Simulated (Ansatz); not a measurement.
Cost and result for the atomization energy of `O[Si](O)(O)Cl` (8 atoms, 7 bonds).

Z-matrix (Å, degrees):
```
Si
O 1 1.620
O 1 1.620 2 109.6
O 1 1.620 2 109.6 3 120.3
Cl 1 2.059 2 109.4 3 -119.9
H 2 0.958 1 118.2 3 65.2
H 3 0.958 1 118.2 2 -174.4
H 4 0.958 1 118.2 2 65.4
```

The species carries charge 0 and has multiplicity 1. The structure was optimised at the PBE0-D4/def2-TZVP level. It is one conformer, not always the lowest. Program: Ansatz. All runs use 4 threads of an AMD EPYC 7R13 on a shared host. Times are those of one run each, without the atoms' runs, and a repeat can differ threefold. Electronic energies, without spin–orbit coupling; frozen cores. CCSD(T)/CBS adds CCSD(T) − MP2 in def2-TZVPP to the MP2 limit, and its time is that of the two runs behind it. T1 = 0.011.

CCSD(T)/CBS is a level of theory with its own doubt, some kJ/mol a heavy atom from the limit and from the frozen cores, so smaller differences don't rank the functionals.

```json
{"level": "LDA (SPW92)/def2-TZVPP", "functions": "219", "wall time": "0.85 s"}
{"level": "revPBE-D4/def2-TZVPP", "functions": "219", "wall time": "1.4 s"}
{"level": "PBE-D4/def2-TZVPP (with forces)", "functions": "219", "wall time": "1.6 s"}
{"level": "PBE0-D4/def2-TZVPP", "functions": "219", "wall time": "2 s"}
{"level": "CCSD(T)/def2-SVP", "functions": "93", "wall time": "2.3 s"}
{"level": "r2SCAN-D4/def2-TZVPP (with forces)", "functions": "219", "wall time": "2.8 s"}
{"level": "PBE-QIDH/def2-TZVPP", "functions": "219", "wall time": "3.2 s"}
{"level": "B2PLYP/def2-TZVPP", "functions": "219", "wall time": "3.3 s"}
{"level": "r2SCANh-D4/def2-TZVPP", "functions": "219", "wall time": "3.4 s"}
{"level": "B97M-V/def2-TZVPP", "functions": "219", "wall time": "4 s"}
{"level": "MP2/def2-QZVPP", "functions": "401", "wall time": "11 s"}
{"level": "CCSD(T)/def2-TZVPP", "functions": "219", "wall time": "62 s"}
{"level": "CCSD(T)/CBS(def2)", "functions": "–", "wall time": "72 s"}
```

Question: What atomization energy does each give, and how far from CCSD(T)/CBS? (Best estimate.)

Answer: Computed: 
```json
{"level": "LDA (SPW92)/def2-TZVPP", "atomization (kJ/mol)": "3731.2", "difference from CCSD(T)/CBS": "480.1", "per bond": "68.6"}
{"level": "revPBE-D4/def2-TZVPP", "atomization (kJ/mol)": "3163.4", "difference from CCSD(T)/CBS": "-87.7", "per bond": "-12.5"}
{"level": "PBE-D4/def2-TZVPP (with forces)", "atomization (kJ/mol)": "3263.7", "difference from CCSD(T)/CBS": "12.6", "per bond": "1.8"}
{"level": "PBE0-D4/def2-TZVPP", "atomization (kJ/mol)": "3181.1", "difference from CCSD(T)/CBS": "-70.0", "per bond": "-10.0"}
{"level": "CCSD(T)/def2-SVP", "atomization (kJ/mol)": "2917.1", "difference from CCSD(T)/CBS": "-334.0", "per bond": "-47.7"}
{"level": "r2SCAN-D4/def2-TZVPP (with forces)", "atomization (kJ/mol)": "3233.7", "difference from CCSD(T)/CBS": "-17.4", "per bond": "-2.5"}
{"level": "PBE-QIDH/def2-TZVPP", "atomization (kJ/mol)": "3181.7", "difference from CCSD(T)/CBS": "-69.4", "per bond": "-9.9"}
{"level": "B2PLYP/def2-TZVPP", "atomization (kJ/mol)": "3178.8", "difference from CCSD(T)/CBS": "-72.3", "per bond": "-10.3"}
{"level": "r2SCANh-D4/def2-TZVPP", "atomization (kJ/mol)": "3200.8", "difference from CCSD(T)/CBS": "-50.3", "per bond": "-7.2"}
{"level": "B97M-V/def2-TZVPP", "atomization (kJ/mol)": "3226.0", "difference from CCSD(T)/CBS": "-25.1", "per bond": "-3.6"}
{"level": "MP2/def2-QZVPP", "atomization (kJ/mol)": "3328.1", "difference from CCSD(T)/CBS": "77.0", "per bond": "11.0"}
{"level": "CCSD(T)/def2-TZVPP", "atomization (kJ/mol)": "3136.3", "difference from CCSD(T)/CBS": "-114.8", "per bond": "-16.4"}
{"level": "CCSD(T)/CBS(def2)", "atomization (kJ/mol)": "3251.1", "difference from CCSD(T)/CBS": "0.0", "per bond": "0.0"}
```

In def2-TZVPP, CCSD(T) changes the Hartree–Fock value by +877.5 kJ/mol (the triples alone add +56.2 kJ/mol) and MP2 by +1000.2 kJ/mol; breaking electron pairs costs correlation energy, which Hartree–Fock lacks. From PBE to PBE0 (25 % exact exchange), in def2-TZVPP and without D4, the atomization energy moves by −79.5 kJ/mol: exact exchange takes away binding that semilocal exchange gives to molecules. At CCSD(T), def2-SVP lies −333.9 kJ/mol from the extrapolated value and def2-TZVPP −114.8 kJ/mol: correlation converges slowly with the basis, and small sets miss more of it in the bonded molecule than in its fragments.
